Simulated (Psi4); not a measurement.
H7NSi2, charge -1, doublet, at a GFN2-xTB geometry of the parent state (a state made from the parent by changing its charge; the spin is typed, not shown lowest) (a gas-phase anion, which may not be bound at this level); MP2/def2-SVP (Psi4).

The Psi4 input:
```
memory 2 GB

molecule mol {
-1 2
Si    1.493033   -0.294674    0.377757
N     0.071777   -0.112458   -0.595000
Si   -1.522670    0.358034   -0.109403
H     2.600860   -0.448419   -0.566127
H     1.616449    0.914355    1.188042
H     1.410228   -1.470968    1.253170
H     0.117434   -0.570145   -1.490852
H    -2.189297   -0.691900    0.671698
H    -2.257680    0.603145   -1.350981
H    -1.385520    1.564090    0.703100
}

set {
  basis def2-svp
  reference uhf
}

energy('mp2')
print_variables()
```

**Question.** What does Psi4 print? Leave out banner, timings and long lists.

**Answer.** 
```
    SCF Algorithm Type (re)set to DF.

   => Loading Basis Set <=

    Name: DEF2-SVP
    Role: ORBITAL
    Keyword: BASIS

         ---------------------------------------------------------
                                   SCF
               by Justin Turney, Rob Parrish, Andy Simmonett
                          and Daniel G. A. Smith
                              UHF Reference
         ---------------------------------------------------------

  ==> Geometry <==

    Molecular point group: c1
    Full point group: C1

    Geometry (in Angstrom), charge = -1, multiplicity = 2:

       Center              X                  Y                   Z               Mass
    ------------   -----------------  -----------------  -----------------  -----------------
         SI           1.491893750059    -0.295936627615     0.383118079844    27.976926534650
         N            0.070637750059    -0.113720627615    -0.589638920156    14.003074004430
         SI          -1.523809249941     0.356771372385    -0.104041920156    27.976926534650
         H            2.599720750059    -0.449681627615    -0.560765920156     1.007825032230
         H            1.615309750059     0.913092372385     1.193403079844     1.007825032230
         H            1.409088750059    -1.472230627615     1.258531079844     1.007825032230
         H            0.116294750059    -0.571407627615    -1.485490920156     1.007825032230
         H           -2.190436249941    -0.693162627615     0.677059079844     1.007825032230
         H           -2.258819249941     0.601882372385    -1.345619920156     1.007825032230
         H           -1.386659249941     1.562827372385     0.708461079844     1.007825032230

  Running in c1 symmetry.

  Rotational constants: A =      0.83290  B =      0.10098  C =      0.09601 [cm^-1]
  Rotational constants: A =  24969.70646  B =   3027.29537  C =   2878.45099 [MHz]
  Nuclear repulsion =  157.314168129139688

  Charge       = -1
  Multiplicity = 2
  Electrons    = 43
  Nalpha       = 22
  Nbeta        = 21

  ==> Algorithm <==

  SCF Algorithm Type is DF.
  DIIS enabled.
  MOM disabled.
  Fractional occupation disabled.
  Guess Type is SAD.
  Energy threshold   = 1.00e-08
  Density threshold  = 1.00e-08
  Integral threshold = 1.00e-12

  ==> Primary Basis <==

  Basis Set: DEF2-SVP
    Blend: DEF2-SVP
    Number of shells: 43
    Number of basis functions: 85
    Number of Cartesian functions: 88
    Spherical Harmonics?: true
    Max angular momentum: 2

   => Loading Basis Set <=

    Name: (DEF2-SVP AUX)
    Role: JKFIT
    Keyword: DF_BASIS_SCF

  ==> Integral Setup <==

  SCF_SUBTYPE=INCORE selected. In-core MEM_DF algorithm will be used.
  Using in-core AOs.

  ==> MemDFJK: Density-Fitted J/K Matrices <==

    J tasked:                   Yes
    K tasked:                   Yes
    wK tasked:                   No
    Algorithm:                 Core
    Schwarz Cutoff:           1E-12
    Mask sparsity (%):       2.5190
    Fitting Condition:        1E-10

   => Auxiliary Basis Set <=

  Basis Set: (DEF2-SVP AUX)
    Blend: DEF2-UNIVERSAL-JKFIT
    Number of shells: 143
    Number of basis functions: 459
    Number of Cartesian functions: 543
    Spherical Harmonics?: true
    Max angular momentum: 4

  Minimum eigenvalue in the overlap matrix is 8.0746563236E-03.
  Reciprocal condition number of the overlap matrix is 1.5876973494E-03.
    Using symmetric orthogonalization.

  ==> Pre-Iterations <==

  SCF Guess: Superposition of Atomic Densities via on-the-fly atomic UHF (no occupation information).

   -------------------------
    Irrep   Nso     Nmo
   -------------------------
     A         85      85
   -------------------------
    Total      85      85
   -------------------------

  ==> Iterations <==

                           Total Energy        Delta E     RMS |[F,P]|

   @DF-UHF iter SAD:  -635.52713836446219   -6.35527e+02   0.00000e+00
[...]
      22A      0.113341

    Alpha Virtual:

[...]
    Beta Occupied:

[...]
    Beta Virtual:

[...]
      85A      3.827654

    Final Occupation by Irrep:
              A
    DOCC [    21 ]
    SOCC [     1 ]
    NA   [    22 ]
    NB   [    21 ]

  @DF-UHF Final Energy:  -636.07545664535235

   => Energetics <=

    Nuclear Repulsion Energy =            157.3141681291396878
    One-Electron Energy =               -1201.5778045468837263
    Two-Electron Energy =                 408.1881797723917202
    Total Energy =                       -636.0754566453522330

  UHF NO Occupations:
  HONO-2 :   20  A 1.9989673
  HONO-1 :   21  A 1.9984278
  HONO-0 :   22  A 1.0000000
  LUNO+0 :   23  A 0.0015722
  LUNO+1 :   24  A 0.0010327
  LUNO+2 :   25  A 0.0008265
  LUNO+3 :   26  A 0.0001580

Computation Completed

Properties will be evaluated at   0.000000,   0.000000,   0.000000 [a0]

Properties computed using the SCF density matrix

 Multipole Moments:

 ------------------------------------------------------------------------------------
     Multipole            Electronic (a.u.)      Nuclear  (a.u.)        Total (a.u.)
 ------------------------------------------------------------------------------------

 L = 1.  Multiply by 2.5417464519 to convert [e a0] to [Debye]
 Dipole X            :          0.1244663           -0.0904300            0.0340363
 Dipole Y            :          0.0923367           -0.1002280           -0.0078913
 Dipole Z            :         -0.6467581            0.4255122           -0.2212459
 Magnitude           :                                                    0.2239877

 ------------------------------------------------------------------------------------

  //>>>>>>>>>>>>>>>>>>>>>>>>>>>>>>>>>>>//
  //               DFMP2               //
  //<<<<<<<<<<<<<<<<<<<<<<<<<<<<<<<<<<<//

   => Loading Basis Set <=

    Name: (DEF2-SVP AUX)
    Role: RIFIT
    Keyword: DF_BASIS_MP2

	 --------------------------------------------------------
	                          DF-MP2
	      2nd-Order Density-Fitted Moller-Plesset Theory

	        Rob Parrish, Justin Turney, Andy Simmonett,
	           Ed Hohenstein, and C. David Sherrill
	 --------------------------------------------------------

	 --------------------------------------------------------
	                 NBF =    85, NAUX =   270
	 --------------------------------------------------------
	   CLASS    FOCC     OCC    AOCC    AVIR     VIR    FVIR
	   ALPHA       0      22      22      63      63       0
	    BETA       0      21      21      64      64       0
	 --------------------------------------------------------

	-----------------------------------------------------------
	 ==================> DF-MP2 Energies <====================
	-----------------------------------------------------------
	 Reference Energy          =    -636.0754566453523466 [Eh]
	 Singles Energy            =      -0.0000000000000000 [Eh]
	 Same-Spin Energy          =      -0.0921204743113354 [Eh]
	 Opposite-Spin Energy      =      -0.3328754260824716 [Eh]
	 Correlation Energy        =      -0.4249959003938070 [Eh]
	 Total Energy              =    -636.5004525457461568 [Eh]
	-----------------------------------------------------------
	 ================> DF-SCS-MP2 Energies <==================
	-----------------------------------------------------------
	 SCS Same-Spin Scale       =       0.3333333333333333 [-]
	 SCS Opposite-Spin Scale   =       1.2000000000000000 [-]
	 SCS Same-Spin Energy      =      -0.0307068247704451 [Eh]
	 SCS Opposite-Spin Energy  =      -0.3994505112989659 [Eh]
	 SCS Correlation Energy    =      -0.4301573360694110 [Eh]
	 SCS Total Energy          =    -636.5056139814217886 [Eh]
	-----------------------------------------------------------

  Variable Map:
  ----------------------------------------------------------------------------
[...]
  Array Variable Map:
  ----------------------------------------------------------------------------
[...]
[...]
```
